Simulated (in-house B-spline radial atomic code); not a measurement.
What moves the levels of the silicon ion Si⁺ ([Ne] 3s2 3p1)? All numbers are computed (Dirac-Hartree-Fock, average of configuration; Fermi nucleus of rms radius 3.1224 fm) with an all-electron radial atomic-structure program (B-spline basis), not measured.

Baseline run (computed): total energy -289.2003 hartree, 1s1/2 at -69.35492 hartree, 3p3/2 at -15.918 eV with <r> = 2.472 bohr.

Scaling the speed of light c (a factor of 100 is close to the non-relativistic limit):

| c/c0 | ΔE (hartree) | 3p3/2 level (eV) | 3p3/2 <r> (bohr) |
| --- | --- | --- | --- |
| 0.95 | -0.068154 | -15.9156 | 2.472 |
| 0.98 | -0.026003 | -15.9172 | 2.472 |
| 1.02 | 0.024479 | -15.9191 | 2.472 |
| 3 | 0.55792 | -15.9397 | 2.47 |
| 100 | 0.62725 | -15.9424 | 2.47 |

Changing the nucleus:

| nucleus | ΔE (eV) |
| --- | --- |
| Gaussian nucleus of rms radius 0.01 fm | -0.00531 |
| Fermi nucleus of rms radius 3.06 fm | -0.000209 |
| Fermi nucleus of rms radius 3.1848 fm | 0.000213 |

A larger nucleus binds the electrons less, roughly as the density at the nucleus times the change of the nuclear <r²>. A radius of 0.01 fm is nearly a point.

(1) The nuclear charge is raised by 0.1. What does the Hellmann-Feynman theorem predict for the energy, and what is found?

Answers

(1) dE/dZ ≈ -Σ<1/r>, which is -49.0827 at the start and -49.5247 at the end; their mean times 0.1 is -4.9304 hartree, and the two runs differ by -4.9304 hartree.
